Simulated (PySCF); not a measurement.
## Where the electron goes

(Et2Ga-mu-F)2, C8H20F2Ga2.
Geometry (PBE0-D3(BJ)/def2-SVP, Å), atoms numbered from 1 in this order:
```xyz
32
C8H20F2Ga2 angstrom
Ga    -0.313    0.992    1.137
C     -1.622    0.284    2.422
C     -2.879   -0.303    1.785
C      0.795    2.598    0.893
C      2.202    2.465    1.472
F     -0.963    0.502   -0.643
Ga     0.349   -0.875   -1.142
C      1.628    0.080   -2.292
C      0.973    0.848   -3.438
C     -0.601   -2.596   -1.103
C     -0.495   -3.345    0.223
F      0.894   -0.495    0.699
H     -1.091   -0.487    3.007
H     -1.882    1.079    3.140
H     -3.565   -0.717    2.543
H     -2.640   -1.117    1.083
H     -3.441    0.450    1.212
H      0.839    2.785   -0.193
H      0.273    3.464    1.333
H      2.737    1.602    1.045
H      2.815    3.361    1.278
H      2.186    2.320    2.565
H      2.186    0.766   -1.633
H      2.366   -0.642   -2.680
H      0.237    1.579   -3.068
H      0.440    0.179   -4.133
H      1.714    1.405   -4.037
H     -0.234   -3.221   -1.935
H     -1.657   -2.371   -1.337
H     -0.871   -2.744    1.065
H      0.547   -3.607    0.465
H     -1.072   -4.285    0.209
```

Theory: TDDFT wB97X-D/def2-SVPD, vertical, gas phase, core orbitals frozen in the response in PySCF. The wB97X-D/def2-SVPD calculation is non-relativistic and has no spin–orbit coupling, an omission that weighs most on gallium.

Kohn–Sham orbitals with the atoms that hold most of them (Löwdin shares over 4%, at most four atoms; ? is withheld):

| orbital | ε (eV) | atoms |
| --- | --- | --- |
| LUMO+2 | 1.71 | Ga1 18%, Ga7 18%, F12 7%, F6 7% |
| LUMO+1 | 1.55 | Ga7 32%, Ga1 29% |
| LUMO | 1.42 | ? |
| HOMO | ? | C4 12%, C8 12%, C2 12%, C10 11% |
| HOMO-1 | -9.11 | ? |
| HOMO-2 | -10.45 | C10 9%, C2 9%, C4 8%, C8 8% |
| HOMO-3 | -10.91 | C2 8%, C10 8%, C4 8%, C8 8% |

(1) Give the leading atoms of the LUMO.

(2) Give the leading atoms of the HOMO-1.

(3) What is the HOMO energy, and the HOMO–LUMO gap?

Answers

(1) Ga1 (bonded to 2 C and 2 F) 31%; Ga7 (bonded to 2 C and 2 F) 26%.

(2) C8 (bonded to C, Ga and 2 H) 12%; C4 (bonded to C, Ga and 2 H) 12%; C10 (bonded to C, Ga and 2 H) 12%; C2 (bonded to C, Ga and 2 H) 11%.

(3) ε(HOMO) = -9.00 eV; the gap is 10.41 eV (0.3827 hartree).

The HOMO–LUMO gap is 10.41 eV. Where does the response calculation put the lowest singlet, and from which orbitals?

S1 is at 6.42 eV (f = 0.0003), 3.99 eV below the gap, made of HOMO→LUMO+2 (69%), HOMO-1→LUMO+3 (16%). Its leading pair isn't HOMO and LUMO; the energies of that pair differ by 10.71 eV. 

Next come S2 at 6.49 eV (f 0.0015), HOMO-1→LUMO+2 (63%), HOMO→LUMO+3 (22%); S3 at 6.78 eV (f 0.0016), HOMO-1→LUMO (51%), HOMO→LUMO+1 (36%); S4 at 6.80 eV (f 0.190), HOMO→LUMO (60%), HOMO-1→LUMO+1 (29%); S5 at 7.58 eV (f 0.0000), HOMO→LUMO+5 (22%), HOMO-1→LUMO+1 (20%), HOMO→LUMO+3 (14%).

Löwdin shares depend on the basis, the more so with diffuse functions.

The run took 2.8 min wall, 6.2 min CPU (with the writing of density and orbital grids) on 2 threads, AMD EPYC 9R45 (x86_64), shared host with 96 logical CPUs at a one-minute load of 21, and the process peaked at 4.1 GiB of memory.

One conformer stands for the species.
